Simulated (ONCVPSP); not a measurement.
**Wu-Cohen ONCV dataset for Hg, scalar-relativistic all-electron reference.**

Hg (Z = 80), optimised norm-conserving Vanderbilt (ONCV), made with ONCVPSP 4.0.1 (Wu-Cohen, scalar-relativistic). Core [Kr] 4d10 4f14 5s2, reference 5p6 5d10 6s2. Waves: 6s: rc 2.30 bohr, ncon 4, nbas 7, qcut 3.6 1/bohr, 2 projectors, debl 1.2 Ha; 5p: rc 1.60 bohr, ncon 4, nbas 7, qcut 9 1/bohr, 2 projectors, debl 0.8 Ha; 5d: rc 1.95 bohr, ncon 4, nbas 9, qcut 7.7 1/bohr, 1 projector. Local part: polynomial inside 1.45 bohr (lpopt 2, dvloc0 1 Ha). Core correction: none.

All-electron outer shells of the reference configuration (Wu-Cohen, scalar-relativistic, ld1.x):

| shell | level (eV) | outermost node (bohr) | outermost maximum (bohr) |
| --- | --- | --- | --- |
| 4f | -95.96 | – | 0.37 |
| 5p | -66.54 | 0.51 | 0.93 |
| 5d | -9.87 | 0.55 | 1.17 |
| 6s | -6.87 | 1.08 | 2.21 |

Question: Does the generator finish with these settings?

Answer: No. ONCVPSP 4.0.1 stopped with "ERROR pspot: first pseudo wave function has node, program will stop": the optimised pseudo-wave of the first projector has a node, so the radial equation cannot be inverted for a potential. It happened in the s channel.
